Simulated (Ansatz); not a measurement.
Reaction (atomization): `[NH2+]1[GaH2-][NH2+][GaH2-]1` → 2 Ga• + 8 H• + 2 N•

Calculated with Ansatz (gas phase, PBE0-D4/def2-TZVP geometries, no zero-point term in ΔE). CCSD(T)/CBS is the MP2 limit (def2-TZVPP, def2-QZVPP) plus CCSD(T) − MP2 in def2-TZVPP, frozen cores. This one scheme is used for every species, atoms too. For atomizations the MP2-based limit and the directly extrapolated one differ by several kJ/mol either way, and by 10 to 25 for some Ge, Se and Sn compounds, so smaller differences from it don't rank the levels. Functionals use def2-TZVPP. Open shells (•) are unrestricted, without spin–orbit coupling. Spin–orbit coupling would lower the free atoms: clearly for Ga. For Ga outer-core shells are correlated without core-valence functions, so the limit isn't a true one: a few kJ/mol of doubt a bond, and 10 to 20 or more in all where bonds break to atoms. Scalar relativity is left out up to krypton.

Problem. What is ΔE at CCSD(T)/CBS? (An estimate is asked.)

Solution. The calculation gave: +3549.6 kJ/mol.

Problem. What do these levels give: LDA (SPW92), PBE-D4, PBE0-D4, BHLYP-D4, PBE-QIDH, PBE, revPBE, r2SCAN, BHLYP, LC-ωPBE, HF/def2-TZVPP, CCSD(T)/def2-TZVPP? (Estimate.)

Solution. Computed: LDA (SPW92) 3995.4, PBE-D4 3518.7, PBE0-D4 3481.5, BHLYP-D4 3439.2, PBE-QIDH 3485.8, PBE 3488.6, revPBE 3359.8, r2SCAN 3507.5, BHLYP 3397.9, LC-ωPBE 3512.4, HF/def2-TZVPP 2457.1, CCSD(T)/def2-TZVPP 3474.6 kJ/mol.

Largest T1 diagnostic among the species: 0.013.

From PBE to PBE0 (25 % exact exchange), in def2-TZVPP and without D4, ΔE moves by −32.6 kJ/mol: exact exchange takes away binding that semilocal exchange gives to molecules. Leaving LDA and LC-ωPBE aside and taking each functional with its dispersion term where it has one, the values, not all of them listed here, spread over 112.5 kJ/mol, from BHLYP-D4 to ωB97X-V. LDA lies +506.7 kJ/mol from PBE without D4, its usual overbinding.
